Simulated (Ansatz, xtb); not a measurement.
# C4H4BBrF2: which of two isomers lies lower

Structure a is `C=C/C=C(\Br)B(F)F`, a singlet and structure b is `C=C/C=C(/Br)B(F)F`, a singlet. Both are isolated molecules in the gas phase, relaxed with PBE-D3(BJ)/def2-SVP; the shapes shown needn't be the lowest conformers.

a (Å):

```yaml
atoms:
  - { symbol: C, position_ang: [0.1866, -1.2450, -2.6611] }
  - { symbol: C, position_ang: [0.5650, -1.6861, -1.4367] }
  - { symbol: C, position_ang: [0.3640, -0.9234, -0.2250] }
  - { symbol: C, position_ang: [0.7043, -1.2669, 1.0538] }
  - { symbol: B, position_ang: [0.4173, -0.3292, 2.2595] }
  - { symbol: Br, position_ang: [1.5578, -2.9273, 1.4503] }
  - { symbol: F, position_ang: [-0.1752, 0.8516, 2.0565] }
  - { symbol: F, position_ang: [0.7357, -0.6450, 3.5093] }
  - { symbol: H, position_ang: [0.3533, -1.8489, -3.5656] }
  - { symbol: H, position_ang: [-0.3017, -0.2650, -2.7915] }
  - { symbol: H, position_ang: [1.0520, -2.6700, -1.3298] }
  - { symbol: H, position_ang: [-0.1245, 0.0623, -0.3307] }
```

b (Å):

```yaml
atoms:
  - { symbol: C, position_ang: [0.8742, -4.3706, -1.3104] }
  - { symbol: C, position_ang: [0.5251, -3.1161, -0.9322] }
  - { symbol: C, position_ang: [-0.1222, -2.1896, -1.8404] }
  - { symbol: C, position_ang: [-0.5129, -0.9086, -1.5553] }
  - { symbol: B, position_ang: [-0.3581, -0.1491, -0.2043] }
  - { symbol: Br, position_ang: [-1.3507, 0.1029, -2.9457] }
  - { symbol: F, position_ang: [-0.7853, 1.0983, -0.0478] }
  - { symbol: F, position_ang: [0.2139, -0.7228, 0.8609] }
  - { symbol: H, position_ang: [0.6773, -4.7366, -2.3316] }
  - { symbol: H, position_ang: [1.3649, -5.0646, -0.6118] }
  - { symbol: H, position_ang: [0.7334, -2.7763, 0.0934] }
  - { symbol: H, position_ang: [-0.3117, -2.5722, -2.8598] }
```

**Question.** Estimate which is lower in electronic energy at CCSD(T)/def2-SVP + ΔMP2/def2-TZVPP, and by roughly how much.

**Answer.** The CCSD(T)/def2-SVP + ΔMP2/def2-TZVPP calculation puts structure a lower, by 9.4 kJ/mol.

How the difference moves with the method:

| level | geometry | E(b) − E(a) (kJ/mol) | departure from the last row (kJ/mol) | job, with rough time for the two |
| --- | --- | --- | --- | --- |
| GFN2-xTB | GFN2-xTB | +3.1 | −6.3 | optimisation, 0.16 s |
| HF/STO-3G | GFN2-xTB | +6.4 | −3.0 | single point, 0.54 s |
| r2SCAN-D4/def2-SVP | GFN2-xTB | +9.0 | −0.4 | single point, 4.6 s |
| PBE-D3(BJ)/def2-SVP | PBE-D3(BJ)/def2-SVP | +8.1 | −1.3 | optimisation, 22 s |
| HF/def2-SVP | PBE-D3(BJ)/def2-SVP | +10.5 | +1.1 | part of the CCSD(T) run |
| MP2/def2-SVP | PBE-D3(BJ)/def2-SVP | +9.6 | +0.2 | part of the CCSD(T) run |
| CCSD(T)/def2-SVP | PBE-D3(BJ)/def2-SVP | +8.4 | −1.0 | single point |
| CCSD(T)/def2-SVP + ΔMP2/def2-TZVPP | PBE-D3(BJ)/def2-SVP | +9.4 |  | single point, 2.5 min |

As drawn, both hold the same kinds of bond in the same numbers.

None of the levels shown reverses the order. The largest departure from CCSD(T)/def2-SVP + ΔMP2/def2-TZVPP is that of GFN2-xTB, 6.3 kJ/mol. The last row adds to CCSD(T) the change of the MP2 difference between the two basis sets, here +1.0 kJ/mol.

With thermal terms from frequencies at re-optimised GFN2-xTB minima (ideal gas, soft modes damped towards free rotors, one conformer each, 298.15 K, 1 atm): the zero-point term adds +0.3 kJ/mol; ΔH is +9.7 and ΔG +10.1 kJ/mol.

The correlated steps freeze 16 core orbitals; the filled d shell of Br is correlated, in a basis made for valence electrons. Codes used: Ansatz 0.2.0, xtb 6.7.1; the last row on 4 threads of Arm Neoverse V2 on a shared host.
